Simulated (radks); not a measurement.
Q: These are the eigenvalues of the occupied orbitals of an atom or ion with whole-number occupations (hartree). Method: scalar-relativistic Kohn-Sham, Wu-Cohen GGA, spin-polarised, spherical densities, point nucleus; computed with a radial shooting solver on a logarithmic mesh with Libxc functionals.

| orbital | eigenvalue |
|---|---|
| 1s down | -2634.109 |
| 1s up | -2634.109 |
| 2s up | -457.1911 |
| 2s down | -457.1819 |
| 2p up | -399.0679 |
| 2p down | -399.0604 |
| 3s up | -106.3015 |
| 3s down | -106.2986 |
| 3p up | -89.16556 |
| 3p down | -89.16230 |
| 3d up | -69.73775 |
| 3d down | -69.73162 |
| 4s up | -22.65412 |
| 4s down | -22.64546 |
| 4p up | -17.03330 |
| 4p down | -17.02501 |
| 4d up | -9.98323 |
| 4d down | -9.97331 |
| 5s up | -3.77086 |
| 5s down | -3.69046 |
| 5p up | -2.37684 |
| 5p down | -2.27126 |
| 4f up | -2.16241 |
| 4f down | -2.14351 |
| 5d up | -0.83497 |

Which element is it, and in what charge state? The configuration may be excited. Open shells, if any, are filled with parallel spins first.

A: Z = 75, rhenium, charge +2: Re2+ in [Xe] 4f14 5d5. The list shows which subshells hold electrons but not how many an open one holds; the 1s level, -2634.1 hartree, gives Z - s = 72.6 by -(Z - s)^2/2, which with screening and relativity narrows Z to a few neighbours, and the depths of the outer levels then fix element, charge and occupations together.
